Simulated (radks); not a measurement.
Fe XX, 7 electrons, occupied as [He] 2s2 2p3.

All-electron calculation, Dirac Kohn-Sham, exchange-only PBE, spin-unpolarised, spherical densities, finite nucleus; open shells fill j = l - 1/2 first; Fermi nuclear charge, rms radius 3.7377 fm. Program: a radial shooting solver on a logarithmic mesh with Libxc functionals.

Energy parts (Ry):
total: -1995.87706
kinetic: 2031.86906
electron-nucleus: -4238.57857
Hartree: 271.29193
exchange: -60.45948

Orbitals (lengths in bohr, moments of r in powers of bohr; <r^-3> diverges for s and p1/2):
orbital  occ.  eigenvalue (Ry)       <r^4>  <1/r>  <r^-3>
1s1/2       2        -584.3464  0.00005327  26.03       -
2s1/2       2        -118.5455    0.009289  5.944       -
2p1/2       2        -112.3539    0.006269  5.885       -
2p3/2       1        -111.2740    0.006514  5.784   544.6

The highest occupied level is 2p3/2 at -1514.0 eV. For comparison, the ionisation energy in NIST's Atomic Spectra Database is 1575.6 eV (measured). In exact Kohn-Sham theory the highest level is minus the ionisation energy, but local and semilocal functionals leave it too shallow, through self-interaction and a potential that decays too fast; potentials with the right tail come closer. Summed over all electrons, <r^2> = 0.3294 bohr^2, which gives a Langevin (diamagnetic) susceptibility term of -0.261 x 10^-6 cm^3/mol. The electron density at the nucleus is 1.513e+04 e/bohr^3. The density falls to 0.001 e/bohr^3 at r = 0.81 bohr.

Beside tabulated values, note that spin-unpolarised runs miss the spin-polarisation part of the exchange energy of open shells.
